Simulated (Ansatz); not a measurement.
Molecule: 1-methylsilolane, C5H12Si (charge 0, singlet). 
Geometry from a B3LYP-D3(BJ)/def2-TZVP (Ansatz, an electronic-structure program) optimisation:
```
Si
H 1 1.4877
C 1 1.8768 2 108.89
H 3 1.0920 1 111.28 2 57.94
H 3 1.0923 4 107.77 1 122.14
H 3 1.0925 4 107.95 5 116.26
C 1 1.8959 2 112.15 3 127.01
H 7 1.0911 1 114.24 2 -106.56
H 7 1.0934 8 106.97 1 -121.75
C 7 1.5446 8 112.35 9 -120.80
H 10 1.0926 7 112.00 8 75.74
H 10 1.0952 11 106.67 7 119.67
C 10 1.5366 11 111.32 12 118.58
H 13 1.0927 10 111.32 11 -62.56
H 13 1.0948 14 106.72 10 -118.56
C 13 1.5444 14 112.01 15 -119.63
H 16 1.0904 13 112.37 14 76.39
H 16 1.0945 17 106.92 13 120.78
```

Wanted: vertical triplet-singlet gap (E(triplet) - E(singlet); each state is the SCF solution reached for its spin), in eV. Cores are frozen in the correlated levels unless marked. UHF or UKS for open shells. Spin-orbit coupling is left out. No relativistic terms. 

```json
[
 {"level": "HF/aug-cc-pV(D+d)Z", "program": "Ansatz", "vertical triplet-singlet gap (eV)": "6.89"},
 {"level": "SVWN5/def2-TZVPD", "program": "Ansatz", "vertical triplet-singlet gap (eV)": "6.54"},
 {"level": "r2SCAN/def2-TZVPD", "program": "Ansatz", "vertical triplet-singlet gap (eV)": "6.87"},
 {"level": "B3LYP/def2-TZVPD", "program": "Ansatz", "vertical triplet-singlet gap (eV)": "6.96"},
 {"level": "PBE0/def2-TZVPD", "program": "Ansatz", "vertical triplet-singlet gap (eV)": "7.06"},
 {"level": "CAM-B3LYP/def2-TZVPD", "program": "Ansatz", "vertical triplet-singlet gap (eV)": "7.37"},
 {"level": "wB97X-V/def2-TZVPD", "program": "Ansatz", "vertical triplet-singlet gap (eV)": "7.67"},
 {"level": "SCS-MP2/aug-cc-pV(D+d)Z", "program": "Ansatz", "vertical triplet-singlet gap (eV)": "7.51"},
 {"level": "CCSD(T)/aug-cc-pV(D+d)Z", "program": "Ansatz", "vertical triplet-singlet gap (eV)": "7.17"}
]
```
